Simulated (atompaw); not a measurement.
**Reading a pseudo-wave (Rh)**

Columns: radius, all-electron u(r) and pseudo u(r) of the 5s shell (level -10.78 eV) of rhodium in the configuration [Ar] 3d10 4s2 4p6 4d8 5s0 5p0; PBE, scalar-relativistic, PAW (atompaw) scheme, atompaw 4.2.0.5.

```csv
r (bohr),all-electron,pseudo
0.090,-0.1255,-0.0525
0.181,0.0439,-0.1025
0.271,0.1875,-0.1462
0.362,0.1416,-0.1819
0.452,-0.0001,-0.2067
0.542,-0.1460,-0.2194
0.633,-0.2506,-0.2189
0.723,-0.2991,-0.2047
0.813,-0.2974,-0.1772
0.904,-0.2558,-0.1366
0.994,-0.1879,-0.0853
1.085,-0.1032,-0.0240
1.175,-0.0124,0.0433
1.265,0.0792,0.1149
1.356,0.1685,0.1889
1.446,0.2507,0.2610
1.537,0.3261,0.3304
1.627,0.3923,0.3938
1.717,0.4501,0.4504
1.808,0.5000,0.5000
1.898,0.5413,0.5413
1.988,0.5751,0.5751
2.079,0.6023,0.6023
2.169,0.6230,0.6230
2.260,0.6380,0.6380
2.350,0.6478,0.6478
```

Task: How many radial nodes do the two functions have?

Result: The all-electron 5s function has n − l − 1 = 4 (the table is too coarse to show those close to the nucleus); the pseudo-wave has 1, since 1 lower shell of the same l stays in the valence.

Task: At about which radius was the pseudo-wave matched?

Result: 1.95 bohr. The columns agree to 0.0005 from 1.72 bohr on; several derivatives are matched, so the curves merge somewhat inside the radius.

Task: Is the pseudo-wave norm-conserving?

Result: No, it belongs to a PAW set: the norm inside the radius is not constrained, and the difference is carried by the augmentation charge.
